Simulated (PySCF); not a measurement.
# potassium chloride: calculation against experiment

**Experimental background.**

Liu, Meijer, Perez-Rios, Phys. Chem. Chem. Phys. 22 (2020) 24191 lists, for the gas: dipole moment 10.2688 D.

How close the calculation comes is told at the end.

Potassium chloride, KCl.
Atom-mapped SMILES: `[Cl:1][K:2]`

Cartesian coordinates in Å at the PBE0-D3(BJ)/def2-TZVP level; atoms count from 1:
```
atom  x, y, z in Å
Cl1    1.3440   -0.0451    0.0071
K2    -1.3405    0.0142   -0.0194
```

The PySCF runs (gas phase, on this PBE0-D3(BJ)/def2-TZVP geometry; no spin–orbit coupling):

```csv
level,job,basis functions,wall time
"PBE0-D3(BJ)/def2-TZVP, grid level 2",geometry optimisation from a GFN2-xTB start shaken at random,70,8.3 s
B97-2/pcSseg-2,shieldings,93,2.5 s
KT3/pcSseg-2,shieldings,93,3.6 s
PBE0/pcSseg-2,"shieldings, charges and field gradients",93,5.6 s
wB97X-D/pcSseg-2,shieldings,93,3.6 s
```

Hardware: one thread, Arm Neoverse N1 (aarch64), no GPU (shared host).

## Comparison

**Dipole moment.** Measured: 10.2688 D (Liu, Meijer, Perez-Rios, Phys. Chem. Chem. Phys. 22 (2020) 24191).

| level | computed (D) | computed − measured (D) | % (from the printed values) |
| --- | --- | --- | --- |
| PBE0-D3(BJ)/def2-TZVP | 10.185 | -0.084 | -1 |
| B97-2/pcSseg-2 | 10.285 | +0.016 | 0 |
| KT3/pcSseg-2 | 9.875 | -0.394 | -4 |
| PBE0/pcSseg-2 | 10.260 | -0.009 | 0 |
| wB97X-D/pcSseg-2 | 10.486 | +0.217 | +2 |

Closest is PBE0/pcSseg-2 (-0.009 D), furthest KT3/pcSseg-2 (-0.394 D); one molecule doesn't rank methods. The computed dipoles belong to one fixed geometry; measured ones are averaged over vibrations unless marked μe. Magnitudes are compared, not signs.

The geometry is computed, not the measured one. Where a level misses, the cause wasn't examined.
